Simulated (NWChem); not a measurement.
System: CH4MgS; SMILES C[S][MgH]

Here is an NWChem input.

```
start job
memory heap 200 mb stack 900 mb global 1100 mb
geometry units angstroms noautoz
  Mg    -0.262819    -1.645580     0.032503
  H     -0.869138    -3.198806     0.387757
  S      0.618265     0.449972    -0.470919
  C     -0.756871     1.607664    -0.036746
  H     -0.394990     2.630506    -0.256414
  H     -1.020378     1.564119     1.038063
  H     -1.664638     1.430403    -0.645915
end
basis spherical
  * library def2-svp
end
dft
  xc b3lyp
  iterations 150
  mulliken
end
task dft gradient
```

Parts of the log:

```
             Northwest Computational Chemistry Package (NWChem) 7.3.0
             --------------------------------------------------------

 CS  symmetry detected

                             Geometry "geometry" -> ""
                             -------------------------

 Output coordinates in angstroms (scale by  1.889725989 to convert to a.u.)

  No.       Tag          Charge          X              Y              Z
 ---- ---------------- ---------- -------------- -------------- --------------
    1 Mg                  12.0000    -0.17396145    -1.65191152     0.00000000
    2 H                    1.0000    -0.76704050    -3.25022200     0.00000000
    3 S                   16.0000     0.69358175     0.50874803     0.00000000
    4 C                    6.0000    -0.81662047     1.57600866     0.00000000
    5 H                    1.0000    -0.46601035     2.62600399     0.00000000
    6 H                    1.0000    -1.43849847     1.42556788     0.90398186
    7 H                    1.0000    -1.43849847     1.42556788    -0.90398186

 Effective nuclear repulsion energy (a.u.)     114.4336611725

      Symmetry information
      --------------------

 Group name             Cs
 Group number              2
 Group order               2
 No. of unique centers     6

                                 NWChem DFT Module
                                 -----------------

 Summary of "ao basis" -> "ao basis" (spherical)
 ------------------------------------------------------------------------------
       Tag                 Description            Shells   Functions and Types
 ---------------- ------------------------------  ------  ---------------------
 Mg                         def2-svp                 8       18   4s3p1d
 H                          def2-svp                 3        5   2s1p
 S                          def2-svp                 8       18   4s3p1d
 C                          def2-svp                 6       14   3s2p1d

      Symmetry analysis of basis
      --------------------------

        a'         49
        a"         21

            General Information
            -------------------
          SCF calculation type: DFT
          Wavefunction type:  closed shell.
          No. of atoms     :     7
          No. of electrons :    38
           Alpha electrons :    19
            Beta electrons :    19
          Charge           :     0
          Spin multiplicity:     1
          Use of symmetry is: on ; symmetry adaption is: on
          Maximum number of iterations: 150
          AO basis - number of functions:    70
                     number of shells:    34
          Convergence on energy requested:  1.00D-06
          Convergence on density requested:  1.00D-05
          Convergence on gradient requested:  5.00D-04

              XC Information
              --------------
                         B3LYP Method XC Potential
                     Hartree-Fock (Exact) Exchange  0.200
                        Slater Exchange Functional  0.800 local
                    Becke 1988 Exchange Functional  0.720 non-local
              Lee-Yang-Parr Correlation Functional  0.810
                  VWN I RPA Correlation Functional  0.190 local

             Grid Information
             ----------------
          Grid used for XC integration:  medium
          Radial quadrature: Mura-Knowles
          Angular quadrature: Lebedev.
          Tag              B.-S. Rad. Rad. Pts. Rad. Cut. Ang. Pts.
          ---              ---------- --------- --------- ---------
          Mg                  1.50       88          11.0       590
          H                   0.35       45          13.0       434
          S                   1.00       88          11.0       590
          C                   0.70       49          12.0       434
          Grid pruning is: on
          Number of quadrature shells:   360
          Spatial weights used:  Erf1

      Superposition of Atomic Density Guess
      -------------------------------------

 Sum of atomic energies:        -636.50405572

      Non-variational initial energy
      ------------------------------

 Total energy =    -637.319646
 1-e energy   =   -1108.540487
 2-e energy   =     356.787180
 HOMO         =      -0.289809
 LUMO         =      -0.018676

      Symmetry analysis of molecular orbitals - initial
      -------------------------------------------------

  Numbering of irreducible representations:

     1 a'          2 a"

  Orbital symmetries:

     1 a'          2 a'          3 a'          4 a'          5 a'
     6 a'          7 a"          8 a'          9 a'         10 a'
    11 a"         12 a'         13 a'         14 a'         15 a"
    16 a'         17 a'         18 a'         19 a"         20 a'
    21 a'         22 a"         23 a'         24 a'         25 a'
    26 a'         27 a"         28 a'         29 a"

     ---------------------------------------------
      Total Density - Mulliken Population Analysis
     ---------------------------------------------

    Atom       Charge   Shell Charges
 -----------   ------   -------------------------------------------------------
    1 Mg  12    11.33   2.00  1.99  0.78  0.17  5.99  0.19  0.12  0.09
    2 H    1     1.13   0.65  0.47  0.00
    3 S   16    16.68   2.00  1.99  1.21  0.66  5.94  1.85  3.00  0.03
    4 C    6     6.20   1.99  0.94  0.27  1.90  1.08  0.02
    5 H    1     0.89   0.67  0.19  0.02
    6 H    1     0.88   0.67  0.19  0.02
    7 H    1     0.88   0.67  0.19  0.02

   convergence    iter        energy       DeltaE   RMS-Dens  Diis-err
 ---------------- ----- ----------------- --------- --------- ---------
 d= 0,ls=0.0,diis     1   -638.5755590926 -7.53D+02  1.44D-02  2.44D-01
 d= 0,ls=0.0,diis     2   -638.5820779775 -6.52D-03  8.54D-03  1.74D-01
 d= 0,ls=0.0,diis     3   -638.6086199244 -2.65D-02  2.06D-03  2.52D-02
 d= 0,ls=0.0,diis     4   -638.6124924085 -3.87D-03  4.07D-04  3.93D-04
 d= 0,ls=0.0,diis     5   -638.6125618977 -6.95D-05  1.10D-04  5.74D-05
  Resetting Diis
 d= 0,ls=0.0,diis     6   -638.6125698320 -7.93D-06  3.04D-05  5.24D-06
 d= 0,ls=0.0,diis     7   -638.6125706164 -7.84D-07  1.01D-05  7.78D-08
 d= 0,ls=0.0,diis     8   -638.6125706151  1.27D-09  5.32D-06  1.03D-07

         Total DFT energy =     -638.612570615128
      One electron energy =    -1110.970130073324
           Coulomb energy =      407.023755375332
    Exchange-Corr. energy =      -49.099857089595
 Nuclear repulsion energy =      114.433661172459

 Numeric. integr. density =       38.000001349196

                  Occupations of the irreducible representations
                  ----------------------------------------------

                     irrep           alpha         beta
                     --------     --------     --------
                     a'               15.0         15.0
                     a"                4.0          4.0

                       DFT Final Molecular Orbital Analysis
                       ------------------------------------

 Vector   17  Occ=2.000000D+00  E=-2.970998D-01  Symmetry=a'
              MO Center= -4.6D-01, -2.3D+00,  4.7D-17, r^2= 3.6D+00
   Bfn.  Coefficient  Atom+Function         Bfn.  Coefficient  Atom+Function
  ----- ------------  ---------------      ----- ------------  ---------------
     3      0.512539  1 Mg s                 19      0.367641  2 H  s
     2      0.241180  1 Mg s                 34     -0.155911  3 S  px
    27     -0.150382  3 S  s                 20      0.137374  2 H  s
    31     -0.130538  3 S  px                26     -0.113463  3 S  s
    45      0.097090  4 C  px                12     -0.094711  1 Mg py

 Vector   18  Occ=2.000000D+00  E=-2.514631D-01  Symmetry=a'
              MO Center=  3.2D-01, -1.0D-01, -1.6D-18, r^2= 4.1D+00
   Bfn.  Coefficient  Atom+Function         Bfn.  Coefficient  Atom+Function
  ----- ------------  ---------------      ----- ------------  ---------------
    35      0.380135  3 S  py                34      0.351401  3 S  px
    32      0.273047  3 S  py                31      0.251320  3 S  px
    19      0.196584  2 H  s                  9     -0.167489  1 Mg py
    20      0.160860  2 H  s                 29      0.157422  3 S  py
     3     -0.148915  1 Mg s                 28      0.145261  3 S  px

 Vector   19  Occ=2.000000D+00  E=-2.239189D-01  Symmetry=a"
              MO Center=  5.2D-01,  4.4D-01, -5.3D-16, r^2= 2.0D+00
   Bfn.  Coefficient  Atom+Function         Bfn.  Coefficient  Atom+Function
  ----- ------------  ---------------      ----- ------------  ---------------
    36      0.600975  3 S  pz                33      0.426074  3 S  pz
    30      0.243745  3 S  pz                13      0.128176  1 Mg pz
    61     -0.120604  6 H  s                 66      0.120604  7 H  s
    47     -0.103404  4 C  pz                62     -0.101728  6 H  s
    67      0.101728  7 H  s                 15      0.070970  1 Mg d -1

[...]

                         DFT ENERGY GRADIENTS

    atom               coordinates                        gradient
                 x          y          z           x          y          z
   1 Mg     -0.328739  -3.121660   0.000000   -0.000030   0.001435   0.000000
   2 H      -1.449496  -6.142029   0.000000   -0.000908  -0.002533   0.000000
   3 S       1.310679   0.961394   0.000000    0.000803   0.002100   0.000000
   4 C      -1.543189   2.978225   0.000000    0.003554  -0.004225   0.000000
   5 H      -0.880632   4.962428   0.000000    0.001849   0.004510   0.000000
   6 H      -2.718368   2.693933   1.708278   -0.002635  -0.000643   0.004009
   7 H      -2.718368   2.693933  -1.708278   -0.002635  -0.000643  -0.004009
```

Level: B3LYP/def2-SVP. Coordinates come from a PBE-D3(BJ)/def2-SVP optimisation.
